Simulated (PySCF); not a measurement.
SMILES c1ccc(Cc2ccc[se]2)cc1 (C11H10Se), GFN2-xTB optimised geometry.

```
22

C     -1.80     0.00     0.00
C     -1.11     1.20     0.00
C      0.28     1.20    -0.01
C      0.98     0.00     0.00
C      2.48    -0.02    -0.05
C      2.93    -0.24    -1.46
C      3.33     0.71    -2.35
C      3.65     0.23    -3.64
C      3.51    -1.11    -3.80
Se     2.92    -1.94    -2.25
C      0.27    -1.20     0.00
C     -1.11    -1.20     0.00
H     -2.88     0.00     0.00
H     -1.64     2.14     0.00
H      0.82     2.13    -0.01
H      2.86    -0.82     0.59
H      2.88     0.93     0.31
H      3.40     1.75    -2.09
H      3.98     0.88    -4.44
H      3.70    -1.68    -4.69
H      0.81    -2.14     0.00
H     -1.65    -2.13     0.00
```

Density from B3LYP/def2-SVP run with PySCF at that geometry.

Minimum of the electron density along straight lines between bonded atoms, close to the bond critical point (lines longer than 1.1 times the sum of covalent radii, or with two minima, are not listed):

```tsv
bond	length / Å	ρ at the minimum / e bohr⁻³	∇²ρ there / e bohr⁻⁵	position (fraction from the first atom)
C1–C2	1.384	0.314	-0.82	0.50
C2–C3	1.384	0.314	-0.82	0.50
C3–C4	1.387	0.313	-0.80	0.50
C4–C5	1.508	0.254	-0.60	0.50
C5–C6	1.498	0.255	-0.59	0.49
C6–C7	1.358	0.325	-0.82	0.51
C7–C8	1.417	0.295	-0.74	0.50
C8–C9	1.354	0.327	-0.84	0.49
C6–Se10	1.877	0.168	-0.19	0.49
C9–Se10	1.855	0.173	-0.20	0.49
C4–C11	1.389	0.313	-0.80	0.50
C1–C12	1.385	0.314	-0.82	0.50
C11–C12	1.383	0.315	-0.82	0.50
C1–H13	1.080	0.284	-1.08	0.63
C2–H14	1.080	0.284	-1.08	0.63
C3–H15	1.081	0.283	-1.07	0.63
C5–H16	1.093	0.277	-1.01	0.62
C5–H17	1.092	0.277	-1.02	0.63
C7–H18	1.078	0.283	-1.07	0.63
C8–H19	1.077	0.283	-1.08	0.63
C9–H20	1.075	0.284	-1.10	0.64
C11–H21	1.083	0.282	-1.05	0.62
C12–H22	1.080	0.284	-1.08	0.63
```
